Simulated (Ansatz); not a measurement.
Coupled-cluster diagnostics for BeBr₂⁺ (the lowest doublet isomer of a short search), Ansatz.

Geometry of the doublet (PBE0-D4/def2-TZVP):

```xyz
3

Be    0.001    0.000   -0.001
Br   -1.171    1.597   -0.023
Br    1.171   -1.597    0.024
```

Correlated methods freeze 18 core orbitals; core or outer-core shells of Br are correlated, in sets that lack core-valence functions. In CCSD on the charge 1 doublet the largest single amplitude is 0.35, so its Hartree–Fock determinant may place the open shell otherwise than the density functionals do. The structure comes from a short search, and lower isomers may exist.

Geometry of the charge 1 quartet (PBE0-D4/def2-TZVP):

Cartesian coordinates in Å:
```
Be 0.930 -0.167 -0.213
Br -0.559 1.299 -1.256
Br -0.371 -1.132 1.470
```

Problem. Estimate the CCSD(T) correlation energy, the shares of MP2 and (T), T1 and the reference's ⟨S²⟩ for: charge 1, doublet, own geometry in def2-TZVPP; charge 1, quartet, own geometry in def2-TZVPP; and the rough time on 4 threads of AMD EPYC 9B45 on a shared host.

Solution. 
```
                          state       basis  correlation (eV)  MP2 share (%)  (T) share (%)     T1  ⟨S²⟩ (pure)  wall time
charge 1, doublet, own geometry  def2-TZVPP           -16.708           92.9            3.4  0.042  0.76 (0.75)        6 s
charge 1, quartet, own geometry  def2-TZVPP           -15.679           92.5            2.7  0.017  3.77 (3.75)      6.5 s
```
Customary marks for T1 are 0.02 (closed shells), 0.045 (open shells) and about 0.05 (3d metals). T1 exceeds 0.02 in 1 of 2 rows and 0.045 in 0; the higher it lies, the less the single-reference result can be trusted.
